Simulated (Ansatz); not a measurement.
Reaction (hydrogenolysis of the Si–F bond): `F[SiH2]/C=C/[SiH3]` + H₂ → `[SiH3]/C=C/[SiH3]` + H–F

Isolated molecules relaxed with PBE0-D4/def2-TZVP in Ansatz; ΔE leaves out vibrations. CCSD(T)/CBS is the MP2 limit (def2-TZVPP, def2-QZVPP) plus CCSD(T) − MP2 in def2-TZVPP, frozen cores. This one scheme is used for every species. Double bonds are as drawn, so ΔE can hold a change between cis and trans. Functionals use def2-TZVPP. One conformer a species, not always the lowest.

```
          level  ΔE (kJ/mol)  difference from CCSD(T)/CBS
         PBE-D4        107.2                         -6.2
      revPBE-D4        107.0                         -6.4
        BLYP-D4        117.9                          4.5
   CAM-B3LYP-D4        119.2                          5.8
       PBE-QIDH        110.2                         -3.2
            PBE        106.3                         -7.1
           BLYP        115.9                          2.5
           PBE0        105.5                         -7.9
        r2SCAN0        116.9                          3.5
          BHLYP        117.6                          4.2
    HF/def2-SVP        101.0                        -12.4
   MP2/def2-SVP        106.9                         -6.5
  HF/def2-TZVPP        116.4                          3.0
CCSD/def2-TZVPP        110.8                         -2.6
  MP2/CBS(def2)        118.1                          4.7
 CCSD/CBS(def2)        112.8                         -0.6
    CCSD(T)/CBS        113.4                            0
```

Largest T1 diagnostic among the species: 0.012.

At CCSD(T), def2-SVP lies −12.7 kJ/mol from the extrapolated value and def2-TZVPP −2.0 kJ/mol. From r2SCAN to r2SCAN0 (25 % exact exchange), in def2-TZVPP and without D4, ΔE moves by −4.1 kJ/mol. Leaving LDA and LC-ωPBE aside and taking each functional with its dispersion term where it has one, the values, not all of them listed here, spread over 15.3 kJ/mol, from HSE06-D4 to r2SCAN-D4.

CCSD(T)/CBS has its own doubt, a few kJ/mol and more with outer-core shells, so smaller differences from it don't rank the levels.
